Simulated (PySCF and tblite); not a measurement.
Results of a calculation; reference values are marked as such.
Stationary points of C$_{5}$H$_{7}$BF$_{2}$Si at GFN2-xTB, in Å:

Structure A

```
 1 F     0.096   -2.235    1.090
 2 C     0.341   -1.571   -0.119
 3 C     1.528   -0.676    0.115
 4 C     1.664    0.644   -0.037
 5 B     0.621    1.736   -0.302
 6 Si   -1.049    1.502    0.665
 7 F    -0.859    1.049    2.214
 8 C    -1.663    0.016   -0.346
 9 C    -0.992   -1.091   -0.637
10 H     0.685   -2.373   -0.796
11 H     2.390   -1.272    0.398
12 H     2.679    1.012    0.109
13 H     0.842    2.556   -1.108
14 H    -2.166    2.438    0.801
15 H    -2.643    0.112   -0.796
16 H    -1.473   -1.847   -1.250
```

Structure B

```
 1 F     0.425   -2.570   -1.211
 2 C     0.208   -1.288   -0.738
 3 C     1.455   -0.819   -0.054
 4 C     1.747    0.432    0.336
 5 B     0.855    1.686    0.253
 6 Si   -1.055    1.492   -0.101
 7 F    -1.978    2.554    0.722
 8 C    -1.628   -0.198    0.529
 9 C    -0.980   -1.301    0.193
10 H    -0.015   -0.680   -1.625
11 H     2.162   -1.625    0.110
12 H     2.727    0.537    0.793
13 H     1.365    2.715    0.494
14 H    -1.583    1.634   -1.468
15 H    -2.467   -0.272    1.205
16 H    -1.244   -2.288    0.551
```

Structure C

```
 1 F     0.420   -0.806    1.410
 2 C     0.333   -1.418    0.147
 3 C     1.376   -0.760   -0.722
 4 C     1.681    0.503   -0.442
 5 B     0.944    1.200    0.743
 6 Si   -0.959    1.533    0.425
 7 F    -1.828    1.797    1.780
 8 C    -1.698   -0.051   -0.328
 9 C    -1.049   -1.205   -0.411
10 H     0.538   -2.480    0.317
11 H     1.812   -1.355   -1.508
12 H     2.434    1.009   -1.030
13 H     1.555    1.556    1.674
14 H    -1.429    2.631   -0.432
15 H    -2.688   -0.006   -0.764
16 H    -1.477   -2.073   -0.899
```

The path came from a restrained scan, a climbing-image band and a saddle search at GFN2-xTB; energies are BHandHLYP/pcSseg-1 + D3(BJ)//GFN2-xTB, thermal terms GFN2-xTB.

**Question.** Which structure is a saddle point, and along which motion?

**Answer.** A: one imaginary mode (53i cm⁻¹ at GFN2-xTB, mostly on F1, F7), along the inversion of the 7-membered ring (2–3–4–5–6–8–9).

**Question.** Give their symmetry and energies above the lowest.

**Answer.** A C1, 8.5 kcal/mol; B C1, 0.0 kcal/mol; C C1, 0.6 kcal/mol.
